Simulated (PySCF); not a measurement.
Compound: C7H10OSi.
Structure used (PBE0-D3(BJ)/def2-SVP), in Å, numbered top down from 1:
```xyz
19
C7H10OSi angstrom
C      3.8367    0.7907    0.1673
C      3.1216   -0.1919    0.1793
C      2.2358   -1.3167    0.1698
C      1.5641   -1.7122   -1.1718
Si     0.3698   -1.0276    0.0724
C     -0.1729    0.7242   -0.0318
C     -1.4383    1.1499    0.1002
O     -2.4697    0.3091    0.2773
C     -3.7286    0.8881    0.5064
H      4.4917    1.6410    0.1590
H      2.5676   -2.1597    0.7893
H      1.5653   -2.7836   -1.3995
H      1.8466   -1.0946   -2.0309
H     -0.4896   -1.9903    0.8019
H      0.5955    1.4867   -0.1888
H     -1.7026    2.2167    0.0633
H     -4.4507    0.0671    0.5969
H     -4.0341    1.5379   -0.3323
H     -3.7419    1.4764    1.4403
```

Method: PySCF, TDDFT wB97X-D/def2-SVPD, vertical, gas phase, core orbitals frozen in the response.

Kohn–Sham orbitals with the atoms that hold most of them (Löwdin shares over 4%, at most four atoms; ? is withheld):

| orbital | ε (eV) | atoms |
| --- | --- | --- |
| LUMO+2 | 2.44 | Si5 25%, H11 12%, H14 11%, C3 8% |
| LUMO+1 | 2.16 | C9 26%, C7 15%, Si5 12%, H18 8% |
| LUMO | 1.22 | ? |
| HOMO | ? | C3 18%, Si5 15%, C1 15%, C4 12% |
| HOMO-1 | -8.79 | ? |
| HOMO-2 | -9.26 | C1 25%, C2 23%, C6 13%, O8 9% |
| HOMO-3 | -10.16 | C2 20%, C4 19%, C1 16%, Si5 13% |

(1) Which atoms hold the LUMO, and with what shares?

(2) Give the leading atoms of the HOMO-1.

(3) What is the HOMO energy, and the HOMO–LUMO gap?

Answers

(1) C7 (bonded to C, O and H) 28%; C6 (bonded to C, Si and H) 19%; Si5 (bonded to 3 C and H) 15%; O8 (bonded to 2 C) 8%. By element: carbon 47% or more, silicon 15%, oxygen 8%.

(2) C1 (bonded to C and H) 21%; C2 (bonded to 2 C) 18%; C6 (bonded to C, Si and H) 14%; C4 (bonded to C, Si and 2 H) 10%.

(3) ε(HOMO) = -7.82 eV; the gap is 9.04 eV (0.3323 hartree).

Problem. The HOMO–LUMO gap is 9.04 eV. Where does the response calculation put the lowest singlet, and from which orbitals?

Solution. S1 is at 5.28 eV (f = 0.429), 3.76 eV below the gap, made of HOMO→LUMO (91%). Without the coupling terms of the response equations the lowest excitation would equal the gap.

Next come S2 at 5.75 eV (f 0.110), HOMO→LUMO+2 (34%), HOMO-1→LUMO (11%), HOMO→LUMO+5 (10%); S3 at 6.05 eV (f 0.065), HOMO-1→LUMO (62%), HOMO→LUMO+2 (9%); S4 at 6.33 eV (f 0.027), HOMO→LUMO+4 (18%), HOMO→LUMO+1 (17%), HOMO→LUMO+3 (12%); S5 at 6.42 eV (f 0.024), HOMO-2→LUMO (37%), HOMO→LUMO+1 (20%), HOMO→LUMO+3 (11%).

Löwdin shares depend on the basis, the more so with diffuse functions.

Hardware: Arm Neoverse N1, one thread, shared host with 64 logical CPUs at a one-minute load of 60. Cost: 7.5 min, 1.3 GiB resident at most.

One conformer stands for the species.
